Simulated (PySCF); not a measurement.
SMILES c1(cc[c]([GeH3])cc1)[SiH2]N (C6H11GeNSi) (GFN2-xTB optimised geometry):

```
20

Si     0.906    -3.184     0.000
N      2.629    -3.184     0.000
C      0.091    -1.472     0.000
C     -1.296    -1.344     0.025
C     -1.903    -0.105     0.024
C     -1.144     1.060    -0.002
C      0.239     0.943    -0.029
C      0.843    -0.301    -0.027
Ge    -2.011     2.806     0.011
H      0.520    -3.888    -1.225
H      0.519    -3.887     1.225
H      3.120    -2.885    -0.826
H      3.120    -2.872     0.821
H     -1.905    -2.238     0.045
H     -2.984    -0.031     0.042
H      0.846     1.840    -0.052
H      1.923    -0.365    -0.049
H     -2.623     3.116     1.341
H     -3.120     2.873    -0.991
H     -1.027     3.888    -0.298
```

Computed with PBE0/def2-SVP run with PySCF.

Question: What are the frontier orbital energies and the dipole moment?

Answer: HOMO-2 -7.43 eV, HOMO-1 -7.29 eV, HOMO -7.28 eV, LUMO -0.68 eV, LUMO+1 -0.21 eV; dipole moment 1.14 D.

On the same geometry PBE/def2-SVP in PySCF 2.14.0 gives HOMO-2 -6.39 eV, HOMO-1 -6.27 eV, HOMO -5.79 eV, LUMO -1.50 eV, LUMO+1 -1.12 eV; dipole moment 1.18 D.

Meta-Löwdin charges at PBE0/def2-SVP: Si1 0.73, N2 -0.68, C3 -0.24, C4 -0.10, C5 -0.10, C6 -0.17, C7 -0.10, C8 -0.10, Ge9 0.35, H10 -0.11, H11 -0.11, H12 0.22, H13 0.22, H14 0.10, H15 0.10, H16 0.10, H17 0.09, H18 -0.07, H19 -0.07, H20 -0.06.
